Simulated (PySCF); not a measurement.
**Sc⁺ (scandium, charge +1) across methods**

[Ar] 4s2, closed-shell 1S (an excited configuration). All numbers are calculated (PySCF 2.14, scalar relativity by spin-free X2C-1e, in aug-cc-pwCVTZ-DK (10s9p7d4f3g, 127 functions)).

```
 method  E (hartree)  mean ε 3s (eV)  mean ε 3p (eV)  mean ε 4s (eV)  Σ⟨r²⟩ (bohr²)   ⟨S²⟩
 revPBE     -763.771         -67.621         -45.875         -11.259          35.57  0.000
 r2SCAN     -763.809         -69.621         -46.921         -11.361          35.89  0.000
   MN15     -764.218         -71.294         -49.624         -12.496          35.55  0.000
   PBE0     -763.683         -71.850         -48.496         -12.012          35.58  0.000
    UHF   -763.01417         -83.464         -55.187         -13.312          36.75  0.000
    PBE     -763.644         -67.558         -45.863         -11.308          35.43  0.000
wB97M-V     -763.825         -74.377         -50.910         -13.877          35.57  0.000
```

Problem. Estimate the same row for LDA.

Solution. E (hartree) = -761.886; mean ε 3s (eV) = -67.269; mean ε 3p (eV) = -45.857; mean ε 4s (eV) = -11.460; Σ⟨r²⟩ (bohr²) = 35.16; ⟨S²⟩ = 0.000.
